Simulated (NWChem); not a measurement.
Species: ZnICl; SMILES [Cl][Zn][I]

def2 effective core potentials on I; no spin-orbit coupling.

Q: Give the equilibrium geometry at PBE0/def2-SVP with def2 effective core potentials on I (NWChem) as a Z-matrix, with the point group.

A: point group C*v; any orientation.
```
Zn
Cl 1 2.1036
I 1 2.4159 2 179.81
```
